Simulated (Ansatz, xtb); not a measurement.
# C2H9AlGeS: where a starting geometry ends

The starting geometry of this gas-phase singlet was built from a drawn formula by distance geometry and a force field; its bonds are those of `[CH3][Al]([GeH3])[CH2]S`.

```yaml
atoms:
  - { symbol: C, position_ang: [0.8626, -1.2536, 2.9947] }
  - { symbol: C, position_ang: [0.5204, -1.4888, -0.4359] }
  - { symbol: Al, position_ang: [-0.2500, -1.0092, 1.3482] }
  - { symbol: Ge, position_ang: [-2.4816, -0.0933, 1.5691] }
  - { symbol: S, position_ang: [0.5286, 0.0149, -1.4344] }
  - { symbol: H, position_ang: [1.8474, -1.6661, 2.7299] }
  - { symbol: H, position_ang: [0.3616, -1.9209, 3.6912] }
  - { symbol: H, position_ang: [1.0242, -0.2577, 3.4998] }
  - { symbol: H, position_ang: [-3.1009, -0.0402, 0.1231] }
  - { symbol: H, position_ang: [-3.3367, -1.0357, 2.4368] }
  - { symbol: H, position_ang: [-2.4544, 1.3140, 2.1853] }
  - { symbol: H, position_ang: [-0.1655, -2.2295, -0.8892] }
  - { symbol: H, position_ang: [1.5180, -1.8480, -0.2908] }
  - { symbol: H, position_ang: [1.0431, -0.6524, -2.5534] }
```

**Question.** Where would you expect an optimisation with r2SCAN-D4/def2-SVP to take it?

**Answer.** A new bond forms, giving a structure given below by its coordinates. Contacts that close: Al3–S5 (3.07 → 2.53 Å).

The energy falls by 0.55 eV over 27 steps:

```csv
step,E − E(last) (eV)
1,0.551
4,0.332
7,0.327
10,0.321
13,0.294
15,0.226
18,0.114
21,0.028
24,0.001
27,0.000
```

Final geometry (Å):

```json
{"atom": "C", "x (Å)": "1.0794", "y (Å)": "-0.9474", "z (Å)": "2.6330"}
{"atom": "C", "x (Å)": "0.1562", "y (Å)": "-1.9335", "z (Å)": "-0.4747"}
{"atom": "Al", "x (Å)": "-0.2835", "y (Å)": "-1.0441", "z (Å)": "1.2261"}
{"atom": "Ge", "x (Å)": "-2.5901", "y (Å)": "-0.2046", "z (Å)": "1.4485"}
{"atom": "S", "x (Å)": "0.6976", "y (Å)": "-0.1884", "z (Å)": "-0.9400"}
{"atom": "H", "x (Å)": "2.0782", "y (Å)": "-1.2548", "z (Å)": "2.2776"}
{"atom": "H", "x (Å)": "0.8243", "y (Å)": "-1.6111", "z (Å)": "3.4784"}
{"atom": "H", "x (Å)": "1.1716", "y (Å)": "0.0684", "z (Å)": "3.0540"}
{"atom": "H", "x (Å)": "-3.3380", "y (Å)": "-0.1623", "z (Å)": "0.0982"}
{"atom": "H", "x (Å)": "-3.4680", "y (Å)": "-1.0720", "z (Å)": "2.3778"}
{"atom": "H", "x (Å)": "-2.6789", "y (Å)": "1.2246", "z (Å)": "2.0239"}
{"atom": "H", "x (Å)": "-0.6609", "y (Å)": "-2.1624", "z (Å)": "-1.1750"}
{"atom": "H", "x (Å)": "0.9895", "y (Å)": "-2.6285", "z (Å)": "-0.6490"}
{"atom": "H", "x (Å)": "1.9393", "y (Å)": "-0.2504", "z (Å)": "-0.4046"}
```

From the same start GFN2-xTB reaches the same bonding as this run.

No frequencies were run, so the end isn't proven a minimum. Run with Ansatz 0.2.0, 75 s on 2 threads of Intel(R) Xeon(R) 6975P-C (Granite Rapids) (shared host).
